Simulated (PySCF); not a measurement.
C₂H₆Be, singlet, geometry from GFN2-xTB (such geometries of metal compounds can be far from the true shape). Base run: PySCF with B3LYP/6-31G*.

PySCF was given this input:
```python
from pyscf import gto, scf, dft, solvent

mol = gto.M(
    atom='''
Be    0.00705400    0.00694702    0.00979493
C     1.33406113    0.16700397   -1.08049544
H     2.04406628   -0.65985496   -1.04182976
H     1.94309203    1.05728968   -0.92068604
H     1.03802976    0.22348657   -2.12865820
C    -1.33498712   -0.16791592    1.07920964
H    -1.90906487   -1.08131185    0.91917015
H    -2.07096663    0.63336258    1.00447690
H    -1.06781661   -0.19528840    2.13606203
''',
    basis='6-31g*',
    verbose=4,
)

mf = dft.RKS(mol)
mf.xc = 'b3lyp'
mf.kernel()
```

Variants of this job, named by their change:

```json
[
 {"change": "base", "ΔE vs base (kJ/mol)": "0.00", "dipole (D)": "0.01", "HOMO-LUMO gap (eV)": "8.11"},
 {"change": "model = C-PCM; solvent = chloroform", "ΔE vs base (kJ/mol)": "-5.36", "dipole (D)": "0.02", "HOMO-LUMO gap (eV)": "8.25"},
 {"change": "model = COSMO; solvent = chloroform", "ΔE vs base (kJ/mol)": "-4.81", "dipole (D)": "0.02", "HOMO-LUMO gap (eV)": "8.24"},
 {"change": "model = IEF-PCM; solvent = chloroform; lebedev_order = 11", "ΔE vs base (kJ/mol)": "-4.36", "dipole (D)": "0.02", "HOMO-LUMO gap (eV)": "8.22"},
 {"change": "model = IEF-PCM; solvent = chloroform; vdw_scale = 1.0", "ΔE vs base (kJ/mol)": "-14.87", "dipole (D)": "0.02", "HOMO-LUMO gap (eV)": "8.35"},
 {"change": "model = IEF-PCM; solvent = chloroform; vdw_scale = 1.1", "ΔE vs base (kJ/mol)": "-8.30", "dipole (D)": "0.02", "HOMO-LUMO gap (eV)": "8.28"},
 {"change": "model = IEF-PCM; solvent = chloroform", "ΔE vs base (kJ/mol)": "-4.76", "dipole (D)": "0.02", "HOMO-LUMO gap (eV)": "8.23"},
 {"change": "model = SS(V)PE; solvent = chloroform", "ΔE vs base (kJ/mol)": "-4.72", "dipole (D)": "0.02", "HOMO-LUMO gap (eV)": "8.23"},
 {"change": "model = ddCOSMO; solvent = chloroform", "ΔE vs base (kJ/mol)": "-13.23", "dipole (D)": "0.02", "HOMO-LUMO gap (eV)": "8.36"},
 {"change": "model = IEF-PCM; solvent = chloroform; lebedev_order = 41", "ΔE vs base (kJ/mol)": "-4.79", "dipole (D)": "0.02", "HOMO-LUMO gap (eV)": "8.24"},
 {"change": "model = IEF-PCM; solvent = tetrahydrofuran", "ΔE vs base (kJ/mol)": "-5.49", "dipole (D)": "0.02", "HOMO-LUMO gap (eV)": "8.26"},
 {"change": "model = IEF-PCM; solvent = chloroform; r_probe = 0.5", "ΔE vs base (kJ/mol)": "-0.99", "dipole (D)": "0.02", "HOMO-LUMO gap (eV)": "8.16"}
]
```

The base is the gas phase, so ΔE is the electrostatic part of solvation at a fixed geometry, without cavity and dispersion terms.
